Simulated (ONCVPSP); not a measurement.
## Zn (Z = 30): excitation energies, all-electron against ONCV

```
Element                 : Zn (Z = 30)
Generator               : ONCVPSP 4.0.1
Type                    : optimised norm-conserving Vanderbilt (ONCV)
Functional              : PBE
Relativity              : scalar-relativistic
Frozen core             : [Ar]
Valence charge          : 12
Reference configuration : 3d10 4s1 (charge +1)
Partial waves           : 4s: rc 1.55 bohr, ncon 4, nbas 8, qcut 4 1/bohr, 2 projectors, debl 3.2 Ha; p scattering state at 0.24 Ha: rc 1.70 bohr, ncon 4, nbas 8, qcut 4.1 1/bohr, 2 projectors, debl 3.6 Ha; 3d: rc 1.05 bohr, ncon 4, nbas 9, qcut 12.6 1/bohr, 2 projectors, debl 0.8 Ha
Local potential         : polynomial inside 0.75 bohr (lpopt 5, dvloc0 -1 Ha)
Core correction         : none
```

Energies are relative to the spin-unpolarised reference configuration 3d10 4s1; without spin polarisation the order of configurations can differ from experiment.

Question: Give the all-electron excitation energy and the error of the potential for: 3d10 4s2; 3d10 4s0; 3d9 4s0; 3d10 4s0 4p1.

Answer:

| valence configuration | charge | ΔE all-electron (eV) | error AE − PS (meV) |
| --- | --- | --- | --- |
| 3d10 4s2 | 0 | -9.889 | +5.9 |
| 3d10 4s0 | +2 | 18.443 | +22 |
| 3d9 4s0 | +3 | 58.976 | +73 |
| 3d10 4s0 4p1 | +1 | 6.324 | +20 |

Note: ghosts flagged at negative energy: s at -127.1 eV; GHOST(+) flagged for p at 67.5 eV. A true bound ghost makes a file unfit for plane-wave use.
